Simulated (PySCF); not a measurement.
## Two-component Hartree-Fock for Nb(13+) (niobium, charge +13)

Start: [Ar] 3d10. Calculated with PySCF 2.14 in an even-tempered Gaussian basis (20 s from 0.32 bohr⁻², ratio 2.6; 15 p from 0.41 bohr⁻², ratio 2.6; 10 d from 0.41 bohr⁻², ratio 2.6; 6 f from 0.42 bohr⁻², ratio 2.8): generalised Hartree-Fock with the X2C-1e Hamiltonian and a Gaussian nucleus; spin-orbit coupling (SO) screened by Boettger's factors.

| spinor shell | electrons | ε, screened SO (eV) | weight of nominal j (screened SO) | rms radius, screened SO (bohr) |
| --- | --- | --- | --- | --- |
| 1s1/2 | 2 | -19367.9 | 1.000 | 0.0415 |
| 2s1/2 | 2 | -3016.7 | 1.000 | 0.171 |
| 2p1/2 | 2 | -2784.1 | 1.000 | 0.149 |
| 2p3/2 | 4 | -2686.7 | 1.000 | 0.153 |
| 3s1/2 | 2 | -751.24 | 1.000 | 0.468 |
| 3p1/2 | 2 | -662.03 | 1.000 | 0.466 |
| 3d3/2 | 4 | -489.14 | 1.000 | 0.458 |
| 3d5/2 | 6 | -486.04 | 1.000 | 0.461 |

Task: Where does 3p3/2 lie, and what is the 3p spin-orbit splitting (screened SO)?

Result: At -645.27 eV, 16.765 eV above 3p1/2.

```csv
quantity,screened SO
E (hartree),-3761.06718
M_J,0
⟨J²⟩,0.000
⟨L²⟩,0.005
⟨S²⟩,0.005
```

Breit and QED terms are absent; they matter most for the inner s and p1/2 levels.

Densities and radii are taken from the X2C orbitals without a picture-change correction, which distorts them close to the nucleus.
